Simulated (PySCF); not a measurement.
Molecule: 1,1-dimethylcyclohexane (C1(C)(C)CCCCC1, C₈H₁₆).

Geometry:
```csv
atom,x (Å),y (Å),z (Å)
C1,-2.000,-0.515,-0.907
C2,-0.745,-0.172,-0.106
C3,-1.167,0.233,1.309
C4,0.179,-1.403,-0.064
C5,1.553,-1.123,0.536
C6,2.247,0.028,-0.184
C7,1.372,1.277,-0.203
C8,0.000,0.983,-0.800
H9,-2.552,-1.347,-0.442
H10,-1.744,-0.814,-1.937
H11,-2.681,0.349,-0.967
H12,-1.838,1.107,1.280
H13,-1.708,-0.588,1.805
H14,-0.311,0.497,1.948
H15,-0.323,-2.219,0.483
H16,0.314,-1.766,-1.100
H17,1.453,-0.878,1.608
H18,2.172,-2.033,0.491
H19,2.461,-0.277,-1.225
H20,3.222,0.244,0.281
H21,1.262,1.663,0.825
H22,1.864,2.080,-0.776
H23,-0.631,1.888,-0.782
H24,0.128,0.719,-1.865
```

Geometry PBE0-D3(BJ)/def2-SVP throughout; GIAO in PySCF 2.14.0 with density-fitted response routines, gas phase, one conformer, non-relativistic; equivalent atoms averaged; basis pcSseg-1.

For orientation, PBE0 gives these absolute shieldings σ: C4/C8 143.2, C2 154.6, C1/C3 154.1, C6 155.6, C5/C7 159.8, H17/H18/H21/H22 29.86, H19/H20 29.97, H15/H16/H23/H24 30.18, H9/H10/H11/H12/H13/H14 30.39 ppm.

A run gave: C4/C8 143.8, C2 155.0, C1/C3 154.1, C6 156.4, C5/C7 160.5, H17/H18/H21/H22 30.03, H19/H20 30.13, H15/H16/H23/H24 30.33, H9/H10/H11/H12/H13/H14 30.50 ppm (absolute shieldings σ).

Which functional was used in that run?
A. B3LYP
B. KT2
C. wB97X-D
D. CAM-B3LYP
E. LC-wPBE

Answers

C. C4/C8 tells them apart best: wB97X-D gives 143.8, B3LYP gives 136.2, CAM-B3LYP gives 140.7, KT2 gives 140.4, LC-wPBE gives 150.1 ppm.
